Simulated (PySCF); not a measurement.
Species: `FC[Si]1(C2CC2)[SiH2][SiH2][SiH2]1`. The columns A, B, C and D hold Mulliken, IAO, Hirshfeld and ESP-fitted charges (e) of one PBE0/pcSseg-1 density (PySCF), in a shuffled order. Coordinates in Å (GFN2-xTB); the density's dipole moment is (-0.48, 1.23, 0.77) D.

```json
{"atom": "F1", "x": "-0.264", "y": "-3.241", "z": "0.785", "A": "-0.326", "B": "-0.129", "C": "-0.207", "D": "-0.342"}
{"atom": "C2", "x": "0.222", "y": "-2.114", "z": "1.423", "A": "-0.207", "B": "-0.069", "C": "-0.177", "D": "-0.096"}
{"atom": "Si3", "x": "0.063", "y": "-0.572", "z": "0.269", "A": "+0.497", "B": "+0.217", "C": "+0.200", "D": "+0.253"}
{"atom": "C4", "x": "-1.799", "y": "-0.251", "z": "0.156", "A": "-0.394", "B": "-0.132", "C": "-0.245", "D": "-0.522"}
{"atom": "C5", "x": "-2.387", "y": "1.014", "z": "0.723", "A": "-0.278", "B": "-0.089", "C": "-0.235", "D": "-0.199"}
{"atom": "C6", "x": "-2.270", "y": "0.849", "z": "-0.754", "A": "-0.281", "B": "-0.089", "C": "-0.324", "D": "-0.202"}
{"atom": "Si7", "x": "1.509", "y": "1.189", "z": "0.939", "A": "+0.118", "B": "+0.138", "C": "+0.105", "D": "+0.097"}
{"atom": "Si8", "x": "2.665", "y": "0.967", "z": "-1.104", "A": "+0.152", "B": "+0.139", "C": "+0.058", "D": "+0.001"}
{"atom": "Si9", "x": "1.252", "y": "-0.802", "z": "-1.777", "A": "+0.139", "B": "+0.141", "C": "+0.139", "D": "+0.136"}
{"atom": "H10", "x": "-0.333", "y": "-2.029", "z": "2.359", "A": "+0.150", "B": "+0.044", "C": "+0.129", "D": "+0.132"}
{"atom": "H11", "x": "1.268", "y": "-2.325", "z": "1.659", "A": "+0.143", "B": "+0.036", "C": "+0.126", "D": "+0.126"}
{"atom": "H12", "x": "-2.447", "y": "-1.121", "z": "0.200", "A": "+0.160", "B": "+0.048", "C": "+0.190", "D": "+0.154"}
{"atom": "H13", "x": "-1.724", "y": "1.713", "z": "1.211", "A": "+0.143", "B": "+0.038", "C": "+0.109", "D": "+0.140"}
{"atom": "H14", "x": "-3.369", "y": "0.969", "z": "1.169", "A": "+0.152", "B": "+0.050", "C": "+0.138", "D": "+0.133"}
{"atom": "H15", "x": "-1.524", "y": "1.434", "z": "-1.274", "A": "+0.138", "B": "+0.042", "C": "+0.144", "D": "+0.136"}
{"atom": "H16", "x": "-3.172", "y": "0.695", "z": "-1.329", "A": "+0.152", "B": "+0.050", "C": "+0.160", "D": "+0.134"}
{"atom": "H17", "x": "2.278", "y": "0.971", "z": "2.172", "A": "-0.075", "B": "-0.072", "C": "-0.063", "D": "-0.012"}
{"atom": "H18", "x": "0.882", "y": "2.497", "z": "1.177", "A": "-0.079", "B": "-0.072", "C": "-0.039", "D": "-0.018"}
{"atom": "H19", "x": "2.650", "y": "2.158", "z": "-1.963", "A": "-0.077", "B": "-0.074", "C": "-0.045", "D": "-0.015"}
{"atom": "H20", "x": "4.099", "y": "0.667", "z": "-1.001", "A": "-0.078", "B": "-0.075", "C": "-0.049", "D": "-0.017"}
{"atom": "H21", "x": "0.480", "y": "-0.559", "z": "-3.004", "A": "-0.076", "B": "-0.071", "C": "-0.064", "D": "-0.014"}
{"atom": "H22", "x": "1.909", "y": "-2.088", "z": "-2.036", "A": "-0.073", "B": "-0.070", "C": "-0.050", "D": "-0.008"}
```

**Question.** Which column most likely holds the ESP-fitted charges?

**Answer.** C. Σ q r misses the density's dipole by 0.05 D (C), 0.72 D (B), 1.97 D (A), 3.95 D (D). Charges fitted to the outside potential are the only set here that is tied to the molecule's multipoles.

**Question.** And the Hirshfeld charges?

**Answer.** B. The mean sizes are 0.086 e (B), 0.131 e (D), 0.136 e (C), 0.177 e (A), and Hirshfeld charges are commonly the smallest of these schemes.

As computed, A = IAO, B = Hirshfeld, C = ESP-fitted, D = Mulliken. Hydrogens on carbon: IAO +0.14 to +0.16, Hirshfeld +0.04 to +0.05, ESP-fitted +0.11 to +0.19, Mulliken +0.13 to +0.15 e.

The Mulliken scheme counts on each atom the diagonal of the density matrix times the overlap matrix over that atom's basis functions. The IAO scheme projects the occupied orbitals on a minimal set of polarised atomic orbitals and counts the electrons in each atom's part of it.

The structure is a single GFN2-xTB conformer in the gas phase; no vibrational or solvent corrections.

Shape of the structure used: `[F:1][CH2:2][Si:3]1([CH:4]2[CH2:5][CH2:6]2)[SiH2:7][SiH2:8][SiH2:9]1`: F1–C2–Si3–C4 69°, C2–Si3–C4–C5 115°.
